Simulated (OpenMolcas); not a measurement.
Re6+ among 6 point charges of -1.7 e arranged as a tetragonal octahedron (D4h), 2.18 Å from the ion, with the axial distance 2.616 Å.
```
   2.1800    0.0000    0.0000  -1.70
   0.0000    2.1800    0.0000  -1.70
  -2.1800    0.0000    0.0000  -1.70
   0.0000   -2.1800    0.0000  -1.70
   0.0000    0.0000    2.6160  -1.70
   0.0000    0.0000   -2.6160  -1.70
```

| Property | Result |
| --- | --- |
| Program | OpenMolcas |
| Method | SS-CASPT2, IPEA 0.25 Eh, imaginary shift 0.1 Eh (closed shells correlated: 5s 5p) |
| Basis | ANO-RCC-VDZP [7s6p4d2f1g] |
| Scalar Hamiltonian | DKH2, point nucleus |
| Active space | 1 electron in 5 orbitals (5d) |
| State averaging | 2S+1 = 2 even, 5 roots |
| Spin-orbit coupling | state interaction with AMFI integrals over the reference wave functions |

Q: What is the spin-free ground state (labels of D4, the rotations of D4h)?

A: 2E, 2-fold in its orbital part, 100 % from free-ion D terms; it has the highest spin that d1 allows.

Q: Where is the first state of the same spin?

A: 2A1 at 1800 cm-1 above the ground state.

Q: What are the lowest two levels with spin-orbit coupling?

A: A 2-fold level E1/2 with g = 0.67, 1.64, 1.64, then a 2-fold level E3/2 3360 cm-1 above it. Their leading multiplicities are 2 (100 %) and 2 (100 %).

Q: What is χT at 300 K, and how does it compare with the textbook value?

A: The lowest level has 2S+1 = 2, for which the spin-only value is χT = S(S+1) / 2 = 0.375 cm3 K/mol (g = 2). The computed 0.195 at 300 K differs by -0.180, through orbital momentum, spin-orbit coupling and any other state in reach.

Spin-orbit coupling mixes the spin-free states strongly: the lowest level takes only 67 % from its leading state, 2E. An orbital doublet at a regular site is open to a Jahn-Teller distortion, which this geometry leaves out. Free-ion shares, where given, are those of the reference states; single-state CASPT2 does not remix them. This is an electrostatic model: the charges have no orbitals. No measured value stands beside these numbers.
